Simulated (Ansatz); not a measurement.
Cu₄Br₄⁺, relaxed as a quartet with UKS PBE-D4/def2-SVP in Ansatz, starting from the PBE-D4/def2-SVP geometry of the charge +1 doublet. Force threshold 0.03 eV/Å.

At PBE-D4/def2-SVP a doublet of charge 1 lies 2.68 eV below the quartet, each at its own geometry. The structure comes from a short search, and lower isomers may exist.

Start:

```
atom    x (Å)    y (Å)    z (Å)
 Cu1   0.8984   0.1285   1.3559
 Cu2   1.2902  -0.2420  -1.1173
 Cu3  -0.4740  -1.6258   0.2032
 Cu4  -0.9870   0.9079  -0.4300
 Br5   1.8932  -1.8977   0.5080
 Br6  -2.6094  -0.7890   0.0579
 Br7  -0.4154   1.9748   1.6876
 Br8   0.4039   1.5433  -2.2654
```

```csv
step,energy (eV),largest force component (eV/Å),SCF passes
1,-458620.8582,2.038,97
2,-458621.1680,0.761,46
3,-458621.2506,0.108,48
4,-458621.2666,0.163,48
5,-458621.2796,0.102,43
6,-458621.2922,0.262,51
7,-458621.3581,0.131,53
8,-458621.4036,0.128,54
9,-458621.4399,0.181,66
10,-458621.4413,0.217,59
11 (rejected),-458621.4096,0.279,53
12,-458621.4542,0.035,51
13,-458621.4545,0.016,44
```

Force components are those of the run's own axes.

End:

Cartesian coordinates in Å:
```
Cu 1.1238 0.0641 1.2052
Cu 1.1243 -0.0244 -1.3173
Cu -0.2521 -1.6288 0.0589
Cu -0.9902 0.9916 -0.2783
Br 1.6853 -2.2574 1.3127
Br -2.4576 -0.9022 -0.2858
Br -0.0798 2.0213 1.6846
Br -0.1537 1.7357 -2.3799
```

Bonds lost: Cu2–Br5 (atoms count from 1).

No frequencies were taken in this run, so the end may be a saddle point.

It took 3.6 min on 4 threads of Arm Neoverse V1 on a shared host, peak host memory 0.77 GiB.
